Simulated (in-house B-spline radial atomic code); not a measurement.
Orbital energies and mean radii along the 31-electron series, configuration [Ar] 3d10 4s2 4p1. The effective charge is n√(-2ε), a non-relativistic measure. Computed with a B-spline radial code for spherical atoms: non-relativistic Hartree-Fock, average of the configuration, point nuclei.

This level leaves out relativity, spin-orbit splitting included, which matters for heavy ions.

```json
{"ion": "Sr7+", "Z": "38", "energy of 1s (Eh)": "-587.73", "mean radius of 1s (bohr)": "0.040172", "energy of 4s (Eh)": "-5.0494", "mean radius of 4s (bohr)": "1.2581", "energy of 3d (Eh)": "-9.5544", "mean radius of 3d (bohr)": "0.48937", "energy of 3s (Eh)": "-17.329", "mean radius of 3s (bohr)": "0.49807", "effective charge of 1s": "34.285"}
{"ion": "Zr9+", "Z": "40", "energy of 1s (Eh)": "-656.53", "mean radius of 1s (bohr)": "0.038135", "energy of 4s (Eh)": "-7.0084", "mean radius of 4s (bohr)": "1.1234", "energy of 3d (Eh)": "-13.061", "mean radius of 3d (bohr)": "0.44447", "energy of 3s (Eh)": "-21.587", "mean radius of 3s (bohr)": "0.46442", "effective charge of 1s": "36.236"}
{"ion": "Nb10+", "Z": "41", "energy of 1s (Eh)": "-692.44", "mean radius of 1s (bohr)": "0.037191", "energy of 4s (Eh)": "-8.087", "mean radius of 4s (bohr)": "1.0675", "energy of 3d (Eh)": "-14.989", "mean radius of 3d (bohr)": "0.42519", "energy of 3s (Eh)": "-23.892", "mean radius of 3s (bohr)": "0.44919", "effective charge of 1s": "37.214"}
{"ion": "Mo11+", "Z": "42", "energy of 1s (Eh)": "-729.35", "mean radius of 1s (bohr)": "0.036294", "energy of 4s (Eh)": "-9.2311", "mean radius of 4s (bohr)": "1.0174", "energy of 3d (Eh)": "-17.033", "mean radius of 3d (bohr)": "0.40761", "energy of 3s (Eh)": "-26.313", "mean radius of 3s (bohr)": "0.43489", "effective charge of 1s": "38.193"}
{"ion": "Tc12+", "Z": "43", "energy of 1s (Eh)": "?", "mean radius of 1s (bohr)": "?", "energy of 4s (Eh)": "?", "mean radius of 4s (bohr)": "?", "energy of 3d (Eh)": "?", "mean radius of 3d (bohr)": "?", "energy of 3s (Eh)": "?", "mean radius of 3s (bohr)": "?", "effective charge of 1s": "?"}
{"ion": "Ru13+", "Z": "44", "energy of 1s (Eh)": "?", "mean radius of 1s (bohr)": "?", "energy of 4s (Eh)": "?", "mean radius of 4s (bohr)": "?", "energy of 3d (Eh)": "?", "mean radius of 3d (bohr)": "?", "energy of 3s (Eh)": "?", "mean radius of 3s (bohr)": "?", "effective charge of 1s": "?"}
{"ion": "Rh14+", "Z": "45", "energy of 1s (Eh)": "-846.11", "mean radius of 1s (bohr)": "0.033842", "energy of 4s (Eh)": "-13.053", "mean radius of 4s (bohr)": "0.89372", "energy of 3d (Eh)": "-23.853", "mean radius of 3d (bohr)": "0.36301", "energy of 3s (Eh)": "-34.265", "mean radius of 3s (bohr)": "0.39686", "effective charge of 1s": "41.137"}
{"ion": "Pd15+", "Z": "46", "energy of 1s (Eh)": "-887.03", "mean radius of 1s (bohr)": "0.033097", "energy of 4s (Eh)": "-14.455", "mean radius of 4s (bohr)": "0.85937", "energy of 3d (Eh)": "-26.355", "mean radius of 3d (bohr)": "0.35034", "energy of 3s (Eh)": "-37.144", "mean radius of 3s (bohr)": "0.38559", "effective charge of 1s": "42.12"}
{"ion": "Ag16+", "Z": "47", "energy of 1s (Eh)": "?", "mean radius of 1s (bohr)": "?", "energy of 4s (Eh)": "?", "mean radius of 4s (bohr)": "?", "energy of 3d (Eh)": "?", "mean radius of 3d (bohr)": "?", "energy of 3s (Eh)": "?", "mean radius of 3s (bohr)": "?", "effective charge of 1s": "?"}
{"ion": "Cd17+", "Z": "48", "energy of 1s (Eh)": "-971.88", "mean radius of 1s (bohr)": "0.031701", "energy of 4s (Eh)": "-17.452", "mean radius of 4s (bohr)": "0.79846", "energy of 3d (Eh)": "-31.698", "mean radius of 3d (bohr)": "0.32756", "energy of 3s (Eh)": "-43.243", "mean radius of 3s (bohr)": "0.36485", "effective charge of 1s": "44.088"}
{"ion": "In18+", "Z": "49", "energy of 1s (Eh)": "-1015.81", "mean radius of 1s (bohr)": "0.031046", "energy of 4s (Eh)": "-19.047", "mean radius of 4s (bohr)": "0.7713", "energy of 3d (Eh)": "-34.54", "mean radius of 3d (bohr)": "0.31729", "energy of 3s (Eh)": "-46.463", "mean radius of 3s (bohr)": "0.35529", "effective charge of 1s": "45.074"}
{"ion": "Sn19+", "Z": "50", "energy of 1s (Eh)": "-1060.74", "mean radius of 1s (bohr)": "0.030417", "energy of 4s (Eh)": "-20.705", "mean radius of 4s (bohr)": "0.74603", "energy of 3d (Eh)": "-37.494", "mean radius of 3d (bohr)": "0.30766", "energy of 3s (Eh)": "-49.795", "mean radius of 3s (bohr)": "0.34621", "effective charge of 1s": "46.06"}
{"ion": "Sb20+", "Z": "51", "energy of 1s (Eh)": "-1106.68", "mean radius of 1s (bohr)": "0.029814", "energy of 4s (Eh)": "-22.426", "mean radius of 4s (bohr)": "0.72244", "energy of 3d (Eh)": "-40.562", "mean radius of 3d (bohr)": "0.29862", "energy of 3s (Eh)": "-53.24", "mean radius of 3s (bohr)": "0.33758", "effective charge of 1s": "47.046"}
{"ion": "Te21+", "Z": "52", "energy of 1s (Eh)": "-1153.61", "mean radius of 1s (bohr)": "0.029234", "energy of 4s (Eh)": "-24.211", "mean radius of 4s (bohr)": "0.70036", "energy of 3d (Eh)": "-43.741", "mean radius of 3d (bohr)": "0.29011", "energy of 3s (Eh)": "-56.797", "mean radius of 3s (bohr)": "0.32936", "effective charge of 1s": "48.034"}
{"ion": "I22+", "Z": "53", "energy of 1s (Eh)": "-1201.55", "mean radius of 1s (bohr)": "0.028676", "energy of 4s (Eh)": "-26.059", "mean radius of 4s (bohr)": "0.67965", "energy of 3d (Eh)": "-47.034", "mean radius of 3d (bohr)": "0.28209", "energy of 3s (Eh)": "-60.467", "mean radius of 3s (bohr)": "0.32153", "effective charge of 1s": "49.021"}
{"ion": "Xe23+", "Z": "54", "energy of 1s (Eh)": "-1250.48", "mean radius of 1s (bohr)": "0.028139", "energy of 4s (Eh)": "-27.971", "mean radius of 4s (bohr)": "0.66017", "energy of 3d (Eh)": "-50.438", "mean radius of 3d (bohr)": "0.27451", "energy of 3s (Eh)": "-64.249", "mean radius of 3s (bohr)": "0.31407", "effective charge of 1s": "50.01"}
{"ion": "Cs24+", "Z": "55", "energy of 1s (Eh)": "-1300.42", "mean radius of 1s (bohr)": "0.027621", "energy of 4s (Eh)": "-29.946", "mean radius of 4s (bohr)": "0.64183", "energy of 3d (Eh)": "-53.955", "mean radius of 3d (bohr)": "0.26734", "energy of 3s (Eh)": "-68.143", "mean radius of 3s (bohr)": "0.30694", "effective charge of 1s": "50.998"}
{"ion": "Ba25+", "Z": "56", "energy of 1s (Eh)": "-1351.36", "mean radius of 1s (bohr)": "0.027123", "energy of 4s (Eh)": "-31.984", "mean radius of 4s (bohr)": "0.62451", "energy of 3d (Eh)": "-57.584", "mean radius of 3d (bohr)": "0.26054", "energy of 3s (Eh)": "-72.15", "mean radius of 3s (bohr)": "0.30012", "effective charge of 1s": "51.988"}
{"ion": "La26+", "Z": "57", "energy of 1s (Eh)": "-1403.3", "mean radius of 1s (bohr)": "0.026642", "energy of 4s (Eh)": "-34.085", "mean radius of 4s (bohr)": "0.60813", "energy of 3d (Eh)": "-61.325", "mean radius of 3d (bohr)": "0.25408", "energy of 3s (Eh)": "-76.268", "mean radius of 3s (bohr)": "0.2936", "effective charge of 1s": "52.977"}
```

Problem. Fill in the row of Tc12+.

Solution. energy of 1s (Eh): -767.27; mean radius of 1s (bohr): 0.035438; energy of 4s (Eh): -10.44; mean radius of 4s (bohr): 0.97221; energy of 3d (Eh): -19.192; mean radius of 3d (bohr): 0.39151; energy of 3s (Eh): -28.849; mean radius of 3s (bohr): 0.42144; effective charge of 1s: 39.173.

Problem. Fill in the row of Ru13+.

Solution. energy of 1s (Eh): -806.18; mean radius of 1s (bohr): 0.034622; energy of 4s (Eh): -11.714; mean radius of 4s (bohr): 0.93118; energy of 3d (Eh): -21.465; mean radius of 3d (bohr): 0.37669; energy of 3s (Eh): -31.5; mean radius of 3s (bohr): 0.40879; effective charge of 1s: 40.154.

Problem. Fill in the row of Ag16+.

Solution. energy of 1s (Eh): -928.96; mean radius of 1s (bohr): 0.032384; energy of 4s (Eh): -15.922; mean radius of 4s (bohr): 0.82772; energy of 3d (Eh): -28.97; mean radius of 3d (bohr): 0.33855; energy of 3s (Eh): -40.137; mean radius of 3s (bohr): 0.37494; effective charge of 1s: 43.103.

Problem. How does the screening of 1s change?

Solution. Z less the effective charge goes from 3.71 at Z = 38 to 4.02 at Z = 57.
